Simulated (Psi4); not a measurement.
H$_{8}$N$_{3}$Si$_{3}$ (SMILES N1[SiH]N[SiH2]N[SiH2]1), doublet, at a GFN2-xTB geometry.

Input for Psi4:
```
memory 2 GB

molecule {
0 2
N     0.55971367   -1.53872495    0.04242359
Si    1.74366755   -0.37223987   -0.45101254
N     1.07172766    1.21659613   -0.28450621
Si   -0.54113351    1.69476235    0.09724242
N    -1.52100506    0.28321148   -0.05036014
Si   -1.12256371   -1.34147403    0.36812104
H     0.89683550   -2.48503885    0.09435178
H     2.88662688   -0.48252331    0.47586784
H     1.71617840    1.96962549   -0.45530209
H    -1.02846154    2.67004643   -0.88482500
H    -0.57151753    2.24576177    1.46356901
H    -2.50427635    0.46120329   -0.15274980
H    -1.92630298   -2.22084544   -0.48973334
H    -1.36172079   -1.62048613    1.79500807
}

set {
  basis sto-3g
  reference uhf
  freeze_core true
}

energy('mp2')
print_variables()
```

**Question.** What does this run give for the total energy, SCF-reference <S^2>?

**Answer.** 
The total energy comes out as -1023.0209 Eh. The SCF-reference <S^2> is 0.754.

These values belong to the state on which the SCF converged, which isn't shown to be the lowest.
